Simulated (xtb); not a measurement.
GeI, SMILES [Ge][I] (connectivity only; charge and spin as stated), charge +1, multiplicity 1. All values are semi-empirical tight-binding results from xtb (GFN2-xTB unless named), good for trends rather than for accurate numbers. Geometry: GFN2-xTB. The multiplicity is an assumed one; other spin states were not compared.

Optimised geometry:

```xyz
2

Ge     0.0000     0.0000    -1.5252
I      0.0000     0.0000     0.9209
```
Charge +1, spin multiplicity 1.

For metal compounds this method's bond lengths and energies can be far off.

Computed properties:
```yaml
point_group_as_xtb_finds_it: C∞v
orbital_gap: 3.29 eV
```

Computed atomic charges and the Wiberg bond orders between heavy atoms:
charges (e) Ge1 0.68, I2 0.32. Bond orders Ge1–I2 1.96.
